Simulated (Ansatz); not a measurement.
Consider the formal exchange of groups at the Se–B bond: `B[Se]C=C` + `C=N` → `C=C[Se]C=N` + BH₃.

Computed with Ansatz on PBE0-D4/def2-TZVP structures; ΔE is electronic, products minus reactants. CCSD(T)/CBS is the MP2 limit (def2-TZVPP, def2-QZVPP) plus CCSD(T) − MP2 in def2-TZVPP, frozen cores. This one scheme is used for every species. Functionals use def2-TZVPP. B3LYP here is the variant with VWN-RPA as its local correlation; programs differ in this. For Se outer-core shells are correlated without core-valence functions, which leaves a few kJ/mol of doubt a bond. Scalar relativity is left out up to krypton. One conformer a species, not always the lowest.

`B[Se]C=C`:

Z-matrix (Å, degrees):
```
B
Se 1 1.889
H 1 1.192 2 120.1
H 1 1.191 2 116.4 3 180.0
C 2 1.901 1 101.5 3 0.0
C 5 1.323 2 122.8 1 179.8
H 5 1.085 2 114.5 1 -0.3
H 6 1.084 5 120.5 2 180.0
H 6 1.084 5 122.4 2 -0.0
```

`C=N`:

Cartesian coordinates in Å:
```
C -0.177 0.333 0.098
N 0.289 -0.481 -0.743
H -0.163 0.189 1.185
H -0.634 1.258 -0.261
H 0.685 -1.299 -0.279
```

`C=C[Se]C=N`:

```xyz
10

C     0.035   -1.652   -1.719
C     0.138   -0.658   -0.850
Se   -0.935   -0.476    0.695
C    -0.152    1.128    1.339
N    -0.565    1.659    2.400
H     0.686   -1.689   -2.585
H    -0.685   -2.455   -1.608
H     0.869    0.134   -0.984
H     0.657    1.500    0.697
H    -0.049    2.510    2.615
```

BH₃:

Cartesian coordinates in Å:
```
B 0.000 0.000 0.000
H -0.782 -0.294 -0.852
H -0.351 0.052 1.140
H 1.133 0.242 -0.288
```

```tsv
level	ΔE (kJ/mol)	difference from CCSD(T)/CBS
PBE-D4	121.1	-6.7
r2SCAN-D4	120.1	-7.7
PBE0-D4	123.5	-4.3
B3LYP-D4	117.4	-10.4
ωB97X-V	120.3	-7.5
ωB97M-V	122.9	-4.9
B2PLYP	121.9	-5.9
PBE	123.1	-4.7
r2SCAN	120.7	-7.1
PBE0	125.3	-2.5
B3LYP	120.6	-7.2
HF/def2-TZVPP	121.6	-6.2
MP2/def2-TZVPP	122.7	-5.1
SCS-MP2/def2-TZVPP	120.6	-7.2
CCSD/def2-TZVPP	126.8	-1.0
CCSD(T)/def2-TZVPP	126.8	-1.0
HF/def2-QZVPP	120.6	-7.2
MP2/def2-QZVPP	122.9	-4.9
SCS-MP2/def2-QZVPP	121.0	-6.8
HF/CBS(def2)	120.5	-7.3
MP2/CBS(def2)	123.7	-4.1
CCSD/CBS(def2)	127.8	0.0
CCSD(T)/CBS	127.8	0
```

Largest T1 diagnostic among the species: 0.013.

The D4 term adds −3.2 kJ/mol with B3LYP and −1.8 kJ/mol with PBE0; it sums over pairs of atoms, weighted by their polarisabilities, and B3LYP, whose exchange is more repulsive, gets the larger term.
